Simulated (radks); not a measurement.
Results of a calculation; reference values are marked as such.
Polarisability of the oxygen ion O3+, [He] 2s2 2p1, at imaginary frequency. Level of theory: scalar-relativistic Kohn-Sham, LDA (Slater exchange, Perdew-Wang correlation), spin-unpolarised, spherical densities, finite nucleus; Fermi nuclear charge, rms radius 2.6991 fm (a radial shooting solver on a logarithmic mesh with Libxc functionals). Response by self-consistent Sternheimer equations with the Hartree and adiabatic LDA kernel, the relativistic mass of each level held fixed and spin-orbit coupling left out.

| w (hartree) | alpha1(iw) (bohr^3) |
|---|---|
| 0.00266 | 1.303 |
| 0.0143 | 1.302 |
| 0.0360 | 1.300 |
| 0.0697 | 1.293 |
| 0.118 | 1.274 |
| 0.186 | 1.235 |
| 0.280 | 1.162 |
| 0.413 | 1.039 |
| 0.605 | 0.8634 |
| 0.892 | 0.6570 |
| 1.35 | 0.4543 |
| 2.12 | 0.2786 |
| 3.59 | 0.1405 |
| 6.94 | 0.05117 |
| 17.5 | 0.01084 |

Static values: alpha1 = 1.303 bohr^3 (0.1930 angstrom^3; uncoupled 2.226). C6 = 1.212, triple-dipole C9 = 1.099 atomic units. One-pole (London) frequency 4 C6 / (3 alpha1^2) = 0.952 hartree, against 2.390 for minus the highest occupied eigenvalue.
